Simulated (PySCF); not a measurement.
## Two structures, one formula

The two ends of one reaction step of ZnH2BrCl, singlet (PBE0-D4/def2-TZVP).

A:

```json
{"atom": "Zn1", "x (Å)": "-0.6822", "y (Å)": "-0.6722", "z (Å)": "-0.4212"}
{"atom": "Br2", "x (Å)": "0.7775", "y (Å)": "-1.1604", "z (Å)": "-2.0287"}
{"atom": "Cl3", "x (Å)": "-2.1373", "y (Å)": "-0.3161", "z (Å)": "1.0392"}
{"atom": "H4", "x (Å)": "1.1575", "y (Å)": "1.1870", "z (Å)": "0.3687"}
{"atom": "H5", "x (Å)": "0.6408", "y (Å)": "1.3474", "z (Å)": "0.8877"}
```

B:

```xyz
5
angstrom
Zn -0.9941 0.1686 0.7406
Br 1.1668 -0.5601 -1.2352
Cl -2.2955 -1.3207 -0.0218
H 2.1370 0.3993 -0.8304
H -0.2546 1.2960 1.4583
```

Computed with PySCF 2.14 with density fitting (its default auxiliary sets; JK sets also for MP2 and CCSD(T)) (basis: def2-TZVPP); correlated methods freeze the cores. The 3s and 3p shells of Cu and Zn are frozen; filled d shells are correlated. The def2 sets are not built for correlating such inner shells, so the correlated values are less sure here. B3LYP uses VWN-RPA correlation.

Which structure is lower at CCSD(T), and by how much? (To be estimated.)

Computed: A, by 101.3 kJ/mol (electronic energy, against the other). By their contacts, A is a complex of ZnBrCl + H₂ and B is a complex of ZnHCl ([Cl][ZnH]) + HBr.

All methods give the same order:

```csv
method,E(B) − E(A) (kJ/mol)
SPW92,82.4
PBE-D4,95.3
r2SCAN-D4,102.8
PBE0-D4,102.6
B3LYP-D4,100.8
BHLYP-D4,109.1
wB97M-V,101.4
HF,124.4
MP2,107.5
CCSD,102.4
CCSD(T),101.3
```

No T1 diagnostic of these runs exceeds 0.012.

Labels in which every atom is bracketed show which atoms are joined, not bond orders.

For scale, one of the runs: CCSD(T)/def2-TZVPP, 182 basis functions, launched by `OMP_NUM_THREADS=4 python run.py`. Hardware: 4 CPU threads of an Arm Neoverse V1, shared host. Wall time 7.9 min; peak host memory 2.3 GiB.
